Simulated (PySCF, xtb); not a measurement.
Al(Me)2(Cl) anion (C2H6AlCl), SMILES [CH3][Al]([CH3])[Cl] (connectivity only; charge and spin as stated), charge -1, multiplicity 2.

Harmonic wavenumbers (cm⁻¹) from xtb with GFN2-xTB at its own minimum, in rising order: 99, 107, 108, 110, 159, 333, 443, 450, 467, 523, 546, 576, 1327, 1335, 1519, 1521, 1522, 1526, 2844, 2854, 2854, 2862, 2877, 2884.

Problem. What does B3LYP-D3(BJ)/def2-SVPD run with PySCF give at its own minimum? (The exact figures need the calculation; the answer reports its results.)

Solution. 120, 131, 139, 140, 183, 340, 526, 541, 581, 624, 652, 693, 1154, 1155, 1407, 1410, 1412, 1422, 2960, 2962, 3034, 3036, 3064, 3064. Paired by order, the mean absolute difference is 103 cm⁻¹ and the zero-point energies are 42.7 and 44.0 kcal/mol.
